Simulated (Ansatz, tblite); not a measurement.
Removing and adding an electron: SeCl₂. Total charge 0; singlet. Geometry: PBE0-D4/def2-TZVP. Ansatz, gas phase; energy differences of separate SCF runs; the oxidised species was run as a doublet alone; the reduced species was run as a doublet alone.

```xyz
3

Se    0.749    0.449    0.238
Cl   -1.049    1.191   -0.671
Cl    0.300   -1.641    0.433
```

The xTB rows come from tblite. Correlated methods freeze 19 core orbitals; core or outer-core shells of Se are correlated, in sets that lack core-valence functions.

(1) Estimate orbital energies and vertical ionisation energies and electron affinities at: GFN1-xTB; GFN2-xTB; HF/def2-TZVPD; HF/def2-TZVPP; PBE-D4/def2-TZVP; PBE-D4/def2-TZVPD; r2SCAN-D4/def2-TZVP; r2SCAN-D4/def2-TZVPD; PBE0-D4/def2-TZVP; PBE0-D4/def2-TZVPD; MP2/def2-TZVPD; MP2/def2-TZVPP; CCSD/def2-TZVPD; CCSD/def2-TZVPP; CCSD(T)/def2-TZVPD; CCSD(T)/def2-TZVPP.

## Answers

(1) 
```
               level  −HOMO (eV)  vertical IE (eV)  −LUMO (eV)  vertical EA (eV)  HOMO–LUMO gap (eV)  IE − EA (eV)                       remarks
            GFN1-xTB       10.91             14.18        7.98              4.76                2.93          9.41                             –
            GFN2-xTB       10.74             13.86        7.89              5.16                2.85          8.70                             –
       HF/def2-TZVPD           –                 –           –             -0.01                   –             –                             –
       HF/def2-TZVPP           –              8.74           –                 –                   –             –                             –
    PBE-D4/def2-TZVP        5.72              8.96        3.45                 –                2.26             –                             –
   PBE-D4/def2-TZVPD        5.80                 –        3.59              0.83                2.22             –  HOMO above zero (-1 doublet)
 r2SCAN-D4/def2-TZVP        6.00              9.12        3.37                 –                2.63             –                             –
r2SCAN-D4/def2-TZVPD        6.06                 –        3.46              0.84                2.59             –  HOMO above zero (-1 doublet)
   PBE0-D4/def2-TZVP        6.98              9.24        2.55                 –                4.42             –                             –
  PBE0-D4/def2-TZVPD        7.04                 –        2.68              0.80                4.36             –  HOMO above zero (-1 doublet)
      MP2/def2-TZVPD           –                 –           –              0.64                   –             –                             –
      MP2/def2-TZVPP           –              9.37           –                 –                   –             –                             –
     CCSD/def2-TZVPD           –                 –           –              0.51                   –             –                             –
     CCSD/def2-TZVPP           –              9.30           –                 –                   –             –                             –
  CCSD(T)/def2-TZVPD           –                 –           –              0.56                   –             –                             –
  CCSD(T)/def2-TZVPP           –              9.24           –                 –                   –             –                             –
```

   A HOMO above zero means that the electron is unbound at that level or that self-interaction error raises the level; the energy of removing that electron tells which. Raw xTB energy differences between charge states are shifted by several eV; the methods need an empirical correction for them. A negative affinity means that the extra electron isn't bound; its size then hangs on the basis.
